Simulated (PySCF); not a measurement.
Isomers of C2H4B2. All species are isolated molecules in the gas phase. One relaxed conformer stands for each flexible species; it need not be the lowest. Strings in code marks are SMILES. All members: neutral, multiplicity 1. Level: CAM-B3LYP-D3(BJ)/def2-TZVP (PySCF). Delta-SCF ions had no search for a lower state.  The removal energy is E(N − 1 electrons) − E(N electrons) at the parent's geometry; ε(HOMO) is measured against the vacuum level.

```
species                                 −ε(HOMO) (eV)  vertical ionisation energy (Delta-SCF) (eV)
--------------------------------------  -------------  -------------------------------------------
`B1=BCC1`                                        6.45                                         7.33
`[H]/B=C/C=B/[H]` (B–C–C–B torsion 0°)           6.58                                         7.47
`CB1B=C1`                                        9.02                                        10.04
`BBC#C` (H–B–B–C torsion 91°)                    9.06                                        10.05
`CC1=BB1`                                        9.16                                     withheld
`BC1=CB1` (H–B–C–C torsion 92°)                  9.31                                        10.31
`BC#CB`                                          9.92                                        10.81
```

**Question.** Fit vertical ionisation energy (Delta-SCF) = a + b·x to the 6 complete rows by least squares, with x = −ε(HOMO) in eV. Give a, b and the rms residual, and predict the withheld value.

**Answer.** Means of the 6 rows: x̄ = 8.39, ȳ = 9.335 eV. Σ(x − x̄)² = 11.073 and Σ(x − x̄)(y − ȳ) = 11.342, so b = 1.024 and a = ȳ − b·x̄ = 0.744 eV. The rms residual is 0.049 eV. At x = 9.16 the line gives 10.12 eV. The run for `CC1=BB1` gave 10.13 eV, so the line is off by 0.01 eV, within twice the rms residual.

Codes: PySCF.
